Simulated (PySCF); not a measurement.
O²⁺ (oxygen, charge +2): r2SCAN calculation

Configuration: [He] 2s2 2p2, high-spin 3P determinant. All numbers are calculated (PySCF 2.14, scalar relativity by spin-free X2C-1e, in x2c-TZVPall (5s3p2d1f, 31 functions)).

```
Total energy                                                  : -73.3053 hartree
One-electron energy                                           : -92.7095 hartree
Hartree (Coulomb) energy                                      : 26.8985 hartree
Exchange-correlation energy                                   : -7.4944 hartree
⟨S²⟩                                                          : 2.0029
⟨L²⟩                                                          : 2.006
Sum of ⟨r⟩                                                    : 4.431 bohr
Sum of ⟨r²⟩                                                   : 5.047 bohr²
Traceless quadrupole moment −½Σ⟨3z² − r²⟩ along its main axis : 0.462 e·bohr²
Langevin diamagnetic susceptibility                           : -4.00 ×10⁻⁶ cm³/mol
Time after the integrals                                      : 0.2 s of wall time on 1 thread of Neoverse-V2 (shared host)
```

| shell | electrons | mean orbital energy (eV) | rms radius, mean of both spins (bohr) |
| --- | --- | --- | --- |
| 1s α | 1 | -563.35 | 0.231 |
| 1s β | 1 | -561.17 | 0.231 |
| 2s α | 1 | -61.236 | 1.13 |
| 2s β | 1 | -55.716 | 1.13 |
| 2p α | 2 | -46.122 | 1.09 |
